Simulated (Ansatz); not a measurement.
Calculated with Ansatz (gas phase, PBE0-D4/def2-TZVP geometries, no zero-point term in ΔE). CBS: MP2 limit from def2 TZ/QZ plus the TZ coupled-cluster correction, frozen cores. This one scheme is used for every species. Functionals use def2-TZVPP. Each species was taken in one conformer, which may not be the lowest.

`B[Si](O)(O)F` + H₂ → `B[SiH](O)F` + H₂O  (hydrogenolysis of the Si–O bond)

`B[Si](O)(O)F`:

```xyz
9

B    -1.349   -0.007    0.924
Si    0.410   -0.021   -0.038
O     0.429    0.769   -1.473
O     0.899   -1.542   -0.342
F     1.446    0.721    0.937
H    -1.793   -0.976    1.461
H    -1.988    1.002    0.989
H     0.355    1.724   -1.463
H     1.591   -1.670   -0.994
```

H₂:

Cartesian coordinates in Å:
```
H -0.110 0.150 0.323
H 0.110 -0.150 -0.323
```

`B[SiH](O)F`:

Z-matrix (Å, degrees):
```
Si
O 1 1.640
F 1 1.606 2 110.8
B 1 2.016 2 111.2 3 -116.8
H 1 1.479 2 104.5 3 114.8
H 2 0.959 1 117.9 3 70.5
H 4 1.195 1 123.6 2 -130.0
H 4 1.198 1 119.4 2 49.6
```

H₂O:

```xyz
3

O    -0.275   -0.002    0.275
H     0.239    0.748   -0.031
H     0.037   -0.746   -0.245
```

```tsv
level	ΔE (kcal/mol)
PBE-D4	23.6
CAM-B3LYP-D4	25.6
ωB97M-V	25.5
HF/def2-SVP	20.8
MP2/def2-SVP	23.7
CCSD(T)/def2-SVP	22.0
MP2/def2-TZVPP	25.9
HF/CBS(def2)	23.8
```

**Question.** What does CCSD(T)/CBS give? (Best estimate.)

**Answer.** Computed: +24.6 kcal/mol. The listed levels differ from it by -1.0, 1.0, 0.9, -3.8, -0.9, -2.6, 1.3, -0.8 kcal/mol.

Largest T1 diagnostic among the species: 0.012.

In def2-TZVPP, CCSD(T) changes the Hartree–Fock value by +1.0 kcal/mol (the triples alone add +0.5 kcal/mol) and MP2 by +2.1 kcal/mol. From BLYP to BHLYP (50 % exact exchange), in def2-TZVPP and without D4, ΔE moves by +1.2 kcal/mol.
